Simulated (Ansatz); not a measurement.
Total energies of ClF$_{3}$Ge, SMILES `[F][Ge]([F])([F])[Cl]`.

| atom | x (Å) | y (Å) | z (Å) |
| --- | --- | --- | --- |
| F1 | -1.048 | 1.194 | 0.649 |
| Ge2 | -0.041 | 0.004 | -0.025 |
| F3 | -0.903 | -1.460 | -0.025 |
| F4 | 0.250 | 0.431 | -1.642 |
| Cl5 | 1.742 | -0.170 | 1.043 |

Charge 0, multiplicity 1. Correlated methods include outer-core shells of Ge, which these sets cover unevenly. Scalar relativity is left out up to krypton. The geometry is a stationary point of PBE0-D4/def2-TZVP. Basis def2-TZVPP, Ansatz.

RPA on PBE orbitals: Hartree–Fock energy of these orbitals -2833.41811 Eh, correlation -1.75722 Eh (frozen core).

```csv
functional,energy without D4 (Eh),D4 term (kJ/mol)
r2SCAN,-2836.89006,-2.6
CAM-B3LYP,-2837.11816,-10.0
```

Question: Give the same for LDA (SPW92), PBE, revPBE, BLYP, B97M-V, PBE0, B3LYP, r2SCANh, r2SCAN0, HSE06 (plane-wave form), BHLYP, LC-ωPBE, ωB97X-V, ωB97M-V, B2PLYP, PBE-QIDH. (An estimate is asked.)

Answer: The calculation gave: 
```csv
functional,energy without D4 (Eh),D4 term (kJ/mol)
LDA (SPW92),-2830.51302,–
PBE,-2836.26193,-11.6
revPBE,-2836.68973,-31.8
BLYP,-2837.07921,-25.4
B97M-V,-2836.43188,–
PBE0,-2836.34807,-9.7
B3LYP,-2837.09970,-19.0
r2SCANh,-2836.86323,-2.8
r2SCAN0,-2836.82493,-3.1
HSE06 (plane-wave form),-2836.32976,-9.1
BHLYP,-2836.91894,-15.6
LC-ωPBE,-2836.48559,–
ωB97X-V,-2836.68681,–
ωB97M-V,-2836.84532,–
B2PLYP,-2836.39980,–
PBE-QIDH,-2835.91089,–
```

B3LYP takes the VWN-RPA correlation (the form of Gaussian; ORCA's B3LYP/G). HSE06 is the plane-wave form, built on full-range PBE exchange. The double hybrids freeze the cores in their second-order part.

LC-ωPBE has ω = 0.4 bohr⁻¹.
